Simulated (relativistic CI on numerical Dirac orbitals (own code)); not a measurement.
# d2 in a ligand field

Computed with a parametric ligand-field model of a d^n configuration (Racah B and C, spin-orbit zeta, crystal field), exact diagonalisation.

Field parameters in Wybourne normalisation: Oh B⁴₀ = 21Dq, B⁴₄ = √(5/14) B⁴₀. The field is a parameter set, without covalency, and values of 10Dq over about 45,000 cm⁻¹ lie beyond real compounds.

B = 1080 cm⁻¹, C = 4510 cm⁻¹ (C/B = 4.18), Oh, no spin-orbit coupling. Tanabe-Sugano data, E/B above the lowest term (Δ = |10Dq|; b, c mark the second and third term of a kind):

| Δ/B | 3T1 | 3T2 | 3A2 | 1T2 | 1E | 1A1 |
| --- | --- | --- | --- | --- | --- | --- |
| 1.0 | 0.00 | 0.81 | 1.81 | 13.70 | 14.16 | 21.33 |
| 5.0 | 0.00 | 4.22 | 9.22 | 14.57 | 15.39 | 24.76 |
| 9.0 | 0.00 | 7.82 | 16.82 | 14.88 | 15.49 | 27.37 |
| 13.0 | 0.00 | 11.53 | 24.53 | 14.95 | 15.41 | 29.24 |
| 17.0 | 0.00 | 15.32 | 32.32 | 14.95 | 15.31 | 30.56 |
| 21.0 | 0.00 | 19.16 | 40.16 | 14.92 | 15.22 | 31.50 |
| 25.0 | 0.00 | 23.03 | 48.03 | 14.89 | 15.14 | 32.19 |
| 29.0 | 0.00 | 26.92 | 55.92 | 14.85 | 15.07 | 32.71 |
| 33.0 | 0.00 | 30.84 | 63.84 | 14.82 | 15.01 | 33.11 |
| 37.0 | 0.00 | 34.77 | 71.77 | 14.79 | 14.96 | 33.43 |
| 41.0 | 0.00 | 38.71 | 79.71 | 14.76 | 14.91 | 33.68 |
| 45.0 | 0.00 | 42.66 | 87.66 | 14.74 | 14.88 | 33.89 |

The ground term stays 3T1.
